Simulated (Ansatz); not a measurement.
`CO[SiH2]F` → `F[SiH3]` + `C=O` at 400 K and 1 bar (β-hydride elimination).

Isolated molecules relaxed with PBE0-D4/def2-TZVP in Ansatz; ΔE leaves out vibrations. CBS: MP2 limit from def2 TZ/QZ plus the TZ coupled-cluster correction, frozen cores. This one scheme is used for every species. Each species was taken in one conformer, which may not be the lowest.

```csv
species,CCSD(T)/CBS energy (Eh),H − E (kJ/mol),S (J/(mol·K))
`CO[SiH2]F`,-505.20189,191.9,345.4
`F[SiH3]`,-390.72345,88.0,253.8
`C=O`,-114.39408,83.9,229.4
```

H − E and S are ideal-gas, rigid-rotor, harmonic terms from PBE0-D4/def2-TZVP, for one conformer and one mirror image of each species. 1 Eh = 2625.50 kJ/mol, R = 8.31446 J/(mol·K).

**Question.** By hand: ΔE, ΔH, ΔS and ΔG.

**Answer.** ΔE = (-390.72345) + (-114.39408) − (-505.20189) = 0.08436 Eh = 221.5 kJ/mol. Δ(H − E) = 88.0 + 83.9 − 191.9 = -20.0, so ΔH = 201.5 kJ/mol. ΔS = 253.8 + 229.4 − 345.4 = 137.8 J/(mol·K). ΔG = 201.5 − 400 × (137.8)/1000 = 146.4 kJ/mol.

**Question.** By hand: the equilibrium constant, and the temperature at which ΔG would vanish if ΔH and ΔS stayed fixed.

**Answer.** log₁₀ K = −ΔG/(RT ln 10) = -19.1. ΔG = 0 at ΔH/ΔS = 1462 K.

The number of gas molecules changes by +1, which sets the sign of ΔS. A doubt of 5 kJ/mol in ΔE shifts log₁₀ K by 0.7 here. Other conformers and mirror images would add mixing entropy, several J/(mol·K) or more a flexible species. These are equilibria of isolated gas molecules and say nothing of rates. Largest T1 diagnostic: 0.015 (customary marks: 0.02 for closed shells, 0.045 for open ones).
